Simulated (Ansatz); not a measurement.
This geometry of C$_{2}$H$_{5}$Te (8 atoms, charge 1, multiplicity 1) is a first-order saddle point.

These are results of RKS PBE0-D4/def2-SVP in Ansatz, not measurements.

```xyz
8
Properties=species:S:1:pos:R:3
C -0.143 1.093 -0.249
C -0.100 -0.365 -0.094
Te 0.965 -1.376 1.248
H -0.474 1.583 0.686
H -0.814 1.391 -1.065
H 0.865 1.504 -0.447
H -0.705 -0.987 -0.770
H 0.406 -2.843 0.691
```

Problem. Which two structures does it join? (They come from a converged band through this point; their orientation in space is the band's.)

Solution. No bond is made or broken. The dihedral H6–C1–C2–Te3 goes from 0 to 124°. The two ends are copies of one structure, up to a mirror image or an exchange of like atoms.

Initial state:

```xyz
8
Properties=species:S:1:pos:R:3
C -0.084 1.089 -0.243
C -0.154 -0.344 0.009
Te 1.306 -1.455 0.767
H -0.914 1.582 0.303
H -0.328 1.270 -1.310
H 0.868 1.573 0.010
H -1.091 -0.864 -0.236
H 0.398 -2.852 0.701
```

Final state:

```xyz
8
Properties=species:S:1:pos:R:3
C -0.156 1.093 -0.184
C 0.021 -0.353 -0.133
Te 0.400 -1.411 1.503
H -0.067 1.619 0.775
H -1.142 1.310 -0.643
H 0.569 1.510 -0.912
H -0.061 -0.915 -1.074
H 0.437 -2.853 0.668
```

Problem. How far does it lie above each of them?

Solution. 0.112 eV above the first and 0.112 eV above the second. This is the barrier of this one path; another mechanism may lie lower.

Run time: 3.9 min on 1 thread of Arm Neoverse N1, with other jobs on the host, peak memory 0.16 GiB.
